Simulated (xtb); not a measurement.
C3H9FInN, SMILES C[N](C)[In]([CH3])[F]. All values are semi-empirical tight-binding results from xtb (GFN2-xTB unless named), good for trends rather than for accurate numbers. Geometry optimised at GFN2-xTB. Other conformers were not sampled.

Optimised geometry:

```xyz
15

In     0.0827     0.1281    -0.4792
F     -1.2737    -1.3206    -0.8545
C      0.8199     1.0887    -2.3993
H      0.4892     0.4141    -3.1815
H      1.9007     1.1700    -2.3648
H      0.3529     2.0636    -2.4925
N      0.3315     0.1641     1.7204
C      0.6812    -1.1616     2.1716
C     -0.8956     0.5998     2.3449
H      0.8365    -1.1377     3.2556
H     -0.0988    -1.9090     1.9579
H      1.6124    -1.4711     1.6874
H     -1.7388    -0.0852     2.1657
H     -0.7376     0.6616     3.4271
H     -1.1566     1.5939     1.9698
```

For metal compounds this method's bond lengths and energies can be far off.

```
Item                                          Result
-------------------------------------  -------------
orbital gap                                  1.68 eV
zero-point energy                      70.8 kcal/mol
G − E(el) at 298.15 K (modified RRHO)  47.3 kcal/mol
```

Computed atomic charges and the Wiberg bond orders between heavy atoms:
charges (e) In1 0.30, F2 -0.40, C3 -0.15, H4 0.09, H5 0.08, H6 0.08, N7 -0.22, C8 -0.03, C9 -0.03, H10 0.05, H11 0.05, H12 0.04, H13 0.05, H14 0.05, H15 0.04. Bond orders In1–F2 0.88, In1–C3 0.70, In1–N7 0.71, N7–C8 1.04, N7–C9 1.04.
